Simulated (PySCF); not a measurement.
GeI, SMILES [I][Ge] (connectivity only; charge and spin as stated), charge +1, multiplicity 1. Coordinates come from a B3LYP-D3(BJ)/def2-TZVP optimisation. The spin state was assumed, not searched. The def2 effective core potentials stand for the cores of I; spin–orbit coupling is left out.

Level of theory: B3LYP-D3(BJ)/def2-TZVP run with PySCF 2.14.0.

Harmonic wavenumbers (cm⁻¹): 296. Rotational constants (GHz): 1.867 (linear); symmetry number 1.

Task: Work out the zero-point energy and the ideal-gas rigid-rotor harmonic-oscillator thermochemistry at 298.15 K and 1 atm.

Result: ZPE = ½ Σ hcν = ½ × 296 cm⁻¹ = 0.42 kcal/mol. H − E(el) = 2.76 kcal/mol. Entropy in cal/(mol K): translation 41.78, rotation 18.10, vibration 1.44, total 61.32. G − E(el) = -15.52 kcal/mol. Cp = 8.64 cal/(mol K).
